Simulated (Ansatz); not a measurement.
MoPt₃, relaxed as a singlet with RKS PBE-D4/def2-SVP in Ansatz, starting from the GFN2-xTB geometry. Force threshold 0.02 eV/Å.

In the def2 sets Mo, Pt take a core potential; there is no spin–orbit coupling. This restricted singlet of an open-shell metal (gap down to 0.57 eV) wasn't tested against broken symmetry. The relaxation made no stability test and no search for a lower SCF solution. At PBE0-D4/def2-TZVP a triplet of charge 0 lies 0.16 eV below the restricted singlet, each at its own geometry. The structure comes from a short search, and lower isomers may exist.

Start:

```xyz
4

Mo    0.329    0.643   -0.061
Pt    1.679   -1.196   -0.644
Pt   -0.422    0.148    2.114
Pt   -1.586    0.406   -1.409
```

Estimate the energy that the relaxation releases and the steps that it takes.

12.7 kcal/mol, in 4 steps; 7.5 s on 4 threads of Arm Neoverse V2 on a shared host. The force fell under the threshold at step 3, but the optimiser went on. No frequencies were taken in this run, so the end may be a saddle point.

Does the start keep its bonding and symmetry?

By distances, no bond broke or formed. The bond that changes most is Mo1–Pt2, from 2.35 to 2.24 Å (atoms count from 1). Point group C3v at the start, C3v at the end, both within 0.05 Å.

Predict the relaxed structure.


```xyz
4

Mo    0.1826    0.3559   -0.0343
Pt    1.7510   -1.1129   -0.6609
Pt   -0.3771    0.2476    2.1302
Pt   -1.5565    0.5094   -1.4351
```
Bond lengths (bridged metal pairs left out): 3 × Mo–Pt 2.24 Å.
